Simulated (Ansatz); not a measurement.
`Cl[SiH](Cl)[SiH](Cl)Cl` → 2 `Cl[SiH]Cl`•  (homolysis of the Si–Si bond)

Calculated with Ansatz (gas phase, PBE0-D4/def2-TZVP geometries, no zero-point term in ΔE). CCSD(T)/CBS adds triple-zeta CCSD(T) − MP2 to the extrapolated MP2 energy (def2 sets, frozen cores). DFT in def2-TZVPP. B3LYP here is the variant with VWN-RPA as its local correlation; programs differ in this. Open shells (•) are unrestricted, without spin–orbit coupling. Each species was taken in one conformer, which may not be the lowest.

`Cl[SiH](Cl)[SiH](Cl)Cl`:

Cartesian coordinates in Å:
```
Cl 2.551 0.312 -0.681
Si 0.732 -0.626 -0.676
Cl 0.853 -2.403 0.322
Si -0.786 0.746 0.458
Cl -0.173 0.906 2.399
Cl -2.629 -0.138 0.366
H 0.353 -0.905 -2.079
H -0.900 2.108 -0.108
```

`Cl[SiH]Cl`•:

Z-matrix (Å, degrees):
```
Si
Cl 1 2.047
Cl 1 2.047 2 110.2
H 1 1.488 2 108.0 3 117.7
```

Problem. What is ΔE at CCSD(T)/CBS? (Best estimate.)

Solution. The calculation gave: +3.43 eV.

Problem. What do these levels give: PBE0-D4, B3LYP-D4, ωB97X-V, B2PLYP, PBE, PBE0, MP2/def2-TZVPP, SCS-MP2/def2-TZVPP, CCSD/def2-TZVPP, HF/def2-QZVPP, MP2/def2-QZVPP, MP2/CBS(def2)? (Estimate.)

Solution. The calculation gave: PBE0-D4 3.22, B3LYP-D4 3.17, ωB97X-V 3.42, B2PLYP 3.11, PBE 2.98, PBE0 3.08, MP2/def2-TZVPP 3.36, SCS-MP2/def2-TZVPP 3.36, CCSD/def2-TZVPP 3.23, HF/def2-QZVPP 2.38, MP2/def2-QZVPP 3.43, MP2/CBS(def2) 3.49 eV.

Largest T1 diagnostic among the species: 0.012.

In def2-TZVPP, CCSD(T) changes the Hartree–Fock value by +0.91 eV (the triples alone add +0.07 eV) and MP2 by +0.97 eV; breaking electron pairs costs correlation energy, which Hartree–Fock lacks. The D4 term adds +0.25 eV with B3LYP and +0.14 eV with PBE0; it sums over pairs of atoms, weighted by their polarisabilities, and B3LYP, whose exchange is more repulsive, gets the larger term.
